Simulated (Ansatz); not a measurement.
Species: sum formula CrO2F, net charge 0, doublet state. The spin state was set by rule; other spins were not relaxed. 
Structure (B3LYP-D3(BJ)/def2-TZVP (Ansatz, an electronic-structure program) minimum search):
```xyz
4

Cr     0.0533     0.0422     0.0700
O      1.4819    -0.3685    -0.4280
O     -0.4694    -0.7738     1.3023
F     -1.0422     0.9030    -0.9638
```
Charge 0, spin multiplicity 2.

Parts of the frozen-core correlation energy in 6-31G* (Ansatz, hartree). Frozen orbitals: 12; correlated occupied orbitals by spin: 13 and 12; virtual: 56 and 57. UHF or UKS for open shells. Spin-orbit coupling is left out. Non-relativistic. The program attaches cautions to this run: large difference.

| term | value |
|---|---|
| reference (HF) | -1292.31526 |
| MP2 opposite-spin | (withheld) |
| MP2 same-spin | (withheld) |
| CCSD correlation | (withheld) |
| (T) | -0.04567 |
| T1 diagnostic | 0.124 |
| largest doubles amplitude | 0.074 |
| <S^2> of the reference | 2.430 |

Task: Complete the blanks.

Result: 
- MP2 opposite-spin, value: -0.41830
- MP2 same-spin, value: -0.20283
- CCSD correlation, value: -0.72792
